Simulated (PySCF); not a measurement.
PySCF 2.14 output of an unrestricted BP86 calculation on a single atom or ion in Sapporo-DZP-2012 (4s3p1d, 18 functions), with scalar relativity by spin-free X2C-1e:

```
SCF conv_tol = 1e-09
number electrons alpha = 5  beta = 4
    A. D. Becke.,  Phys. Rev. A 38, 3098 (1988)
    J. P. Perdew.,  Phys. Rev. B 33, 8822 (1986)
cycle= 1 E= -99.7952848389758  delta_E= -0.00348  |g|= 0.00628  |ddm|= 0.0381
cycle= 2 E= -99.795292265847  delta_E= -7.43e-06  |g|= 0.00497  |ddm|= 0.00583
cycle= 3 E= -99.795298744278  delta_E= -6.48e-06  |g|= 0.000899  |ddm|= 0.00297
cycle= 4 E= -99.795298988527  delta_E= -2.44e-07  |g|= 3.27e-05  |ddm|= 0.000533
cycle= 5 E= -99.7952989892513  delta_E= -7.24e-10  |g|= 1.45e-06  |ddm|= 4.09e-05
converged SCF energy = -99.7952989892513  <S^2> = 0.75085576  2S+1 = 2.0008556
```

The run itself started from symmetry-adapted Hartree-Fock orbitals and held the occupation by maximum overlap, on a logarithmic radial grid, so the iterations belong to that start.

Which element, charge and spin multiplicity is this?

F (fluorine, neutral), multiplicity 2; the state was [He] 2s2 2p5, 2P determinant.
